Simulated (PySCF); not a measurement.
Point-charge models of `CO[C@@H](F)[SiH2][SiH2]C(C)C` against its computed dipole.

Coordinates (GFN2-xTB, Å) and charges (e) from the PBE0/pcSseg-1 density (PySCF):

```json
{"atom": "C1", "x": "2.631", "y": "0.871", "z": "-1.433", "Mulliken": "-0.0372", "IAO": "-0.2115", "Hirshfeld": "-0.0381", "ESP-fitted": "-0.3068"}
{"atom": "O2", "x": "1.582", "y": "0.010", "z": "-1.033", "Mulliken": "-0.5128", "IAO": "-0.3778", "Hirshfeld": "-0.1180", "ESP-fitted": "-0.1602"}
{"atom": "C3", "x": "1.946", "y": "-1.296", "z": "-0.796", "Mulliken": "+0.1763", "IAO": "+0.1028", "Hirshfeld": "+0.0366", "ESP-fitted": "+0.0268"}
{"atom": "F4", "x": "2.787", "y": "-1.352", "z": "0.321", "Mulliken": "-0.3495", "IAO": "-0.3458", "Hirshfeld": "-0.1348", "ESP-fitted": "-0.2238"}
{"atom": "Si5", "x": "0.301", "y": "-2.222", "z": "-0.412", "Mulliken": "+0.3384", "IAO": "+0.4401", "Hirshfeld": "+0.2300", "ESP-fitted": "+0.2111"}
{"atom": "Si6", "x": "-0.783", "y": "-1.022", "z": "1.246", "Mulliken": "+0.3463", "IAO": "+0.4475", "Hirshfeld": "+0.2459", "ESP-fitted": "+0.2047"}
{"atom": "C7", "x": "-1.164", "y": "0.780", "z": "0.711", "Mulliken": "-0.5965", "IAO": "-0.3357", "Hirshfeld": "-0.0990", "ESP-fitted": "+0.2744"}
{"atom": "C8", "x": "-1.857", "y": "0.815", "z": "-0.649", "Mulliken": "-0.2523", "IAO": "-0.4114", "Hirshfeld": "-0.1215", "ESP-fitted": "-0.3864"}
{"atom": "C9", "x": "-2.004", "y": "1.511", "z": "1.754", "Mulliken": "-0.2246", "IAO": "-0.4117", "Hirshfeld": "-0.1181", "ESP-fitted": "-0.5979"}
{"atom": "H10", "x": "3.390", "y": "0.949", "z": "-0.650", "Mulliken": "+0.1169", "IAO": "+0.1448", "Hirshfeld": "+0.0418", "ESP-fitted": "+0.1525"}
{"atom": "H11", "x": "2.182", "y": "1.846", "z": "-1.609", "Mulliken": "+0.1248", "IAO": "+0.1608", "Hirshfeld": "+0.0544", "ESP-fitted": "+0.1455"}
{"atom": "H12", "x": "3.101", "y": "0.506", "z": "-2.353", "Mulliken": "+0.0968", "IAO": "+0.1286", "Hirshfeld": "+0.0422", "ESP-fitted": "+0.1261"}
{"atom": "H13", "x": "2.559", "y": "-1.706", "z": "-1.614", "Mulliken": "+0.1054", "IAO": "+0.1206", "Hirshfeld": "+0.0341", "ESP-fitted": "+0.1308"}
{"atom": "H14", "x": "0.722", "y": "-3.585", "z": "-0.065", "Mulliken": "-0.0480", "IAO": "-0.0999", "Hirshfeld": "-0.0766", "ESP-fitted": "-0.0692"}
{"atom": "H15", "x": "-0.346", "y": "-2.324", "z": "-1.728", "Mulliken": "-0.0508", "IAO": "-0.1017", "Hirshfeld": "-0.0735", "ESP-fitted": "-0.0752"}
{"atom": "H16", "x": "-2.064", "y": "-1.684", "z": "1.559", "Mulliken": "-0.0530", "IAO": "-0.1119", "Hirshfeld": "-0.0826", "ESP-fitted": "-0.0913"}
{"atom": "H17", "x": "-0.033", "y": "-0.961", "z": "2.511", "Mulliken": "-0.0418", "IAO": "-0.0967", "Hirshfeld": "-0.0736", "ESP-fitted": "-0.0823"}
{"atom": "H18", "x": "-0.214", "y": "1.314", "z": "0.610", "Mulliken": "+0.1565", "IAO": "+0.1437", "Hirshfeld": "+0.0307", "ESP-fitted": "+0.0192"}
{"atom": "H19", "x": "-2.084", "y": "1.841", "z": "-0.940", "Mulliken": "+0.1103", "IAO": "+0.1353", "Hirshfeld": "+0.0382", "ESP-fitted": "+0.1028"}
{"atom": "H20", "x": "-1.218", "y": "0.379", "z": "-1.414", "Mulliken": "+0.1427", "IAO": "+0.1399", "Hirshfeld": "+0.0313", "ESP-fitted": "+0.0631"}
{"atom": "H21", "x": "-2.793", "y": "0.260", "z": "-0.620", "Mulliken": "+0.1103", "IAO": "+0.1307", "Hirshfeld": "+0.0352", "ESP-fitted": "+0.0968"}
{"atom": "H22", "x": "-2.170", "y": "2.546", "z": "1.457", "Mulliken": "+0.1131", "IAO": "+0.1370", "Hirshfeld": "+0.0395", "ESP-fitted": "+0.1509"}
{"atom": "H23", "x": "-1.509", "y": "1.512", "z": "2.723", "Mulliken": "+0.1192", "IAO": "+0.1383", "Hirshfeld": "+0.0390", "ESP-fitted": "+0.1386"}
{"atom": "H24", "x": "-2.974", "y": "1.031", "z": "1.869", "Mulliken": "+0.1096", "IAO": "+0.1341", "Hirshfeld": "+0.0366", "ESP-fitted": "+0.1496"}
```

Compute μ = Σ q r for each scheme (1 e·Å = 4.803 D) and compare with the dipole of the full density.

The full density gives (0.24, 1.15, -1.60) D, 1.98 D in size; dipole vectors point from the negative to the positive end.

```tsv
scheme	μx	μy	μz	size (D)	share of the full size (%)	angle to the full dipole (°)
Mulliken	-1.25	-0.99	-1.86	2.45	123	72
IAO	-0.78	-0.56	-1.89	2.12	107	59
Hirshfeld	0.04	0.34	-0.89	0.95	48	15
ESP-fitted	0.23	1.14	-1.61	1.99	100	1
```

Which set comes closest?

Length of the difference vector: ESP-fitted 0.02 D, Hirshfeld 1.10 D, IAO 2.02 D, Mulliken 2.62 D. Closest: ESP-fitted. 

What is left for the Hirshfeld atoms' own dipoles?

The Hirshfeld atoms' densities add up to the full density, so μ = Σ q r + Σ (atomic dipoles). The atomic dipoles sum to (0.24, 1.15, -1.60) − (0.04, 0.34, -0.89) = (0.20, 0.81, -0.71) D, 1.10 D in size.

With the origin at the mean of the coordinates, (0.000, 0.001, -0.023) Å, which are the largest single terms, by size, of the IAO dipole along the direction of the full one?

Si6 -3.68, H11 +2.02, C1 -1.99, Si5 -1.98, O2 -1.84 D; all 24 atoms together +1.10 D. The single terms depend on the origin, their sum doesn't.

Give the size of the full dipole in other units.

1.98 D = 0.781 au = 0.413 e·Å = 6.62 × 10⁻³⁰ C·m.

Geometry: GFN2-xTB, one conformer, isolated molecule.

The values belong to the conformer `[CH3:1][O:2][C@@H:3]([F:4])[SiH2:5][SiH2:6][CH:7]([CH3:8])[CH3:9]`: C1–O2–C3–F4 66°, O2–C3–Si5–Si6 -52°, C3–Si5–Si6–C7 59°, Si5–Si6–C7–C8 50°.
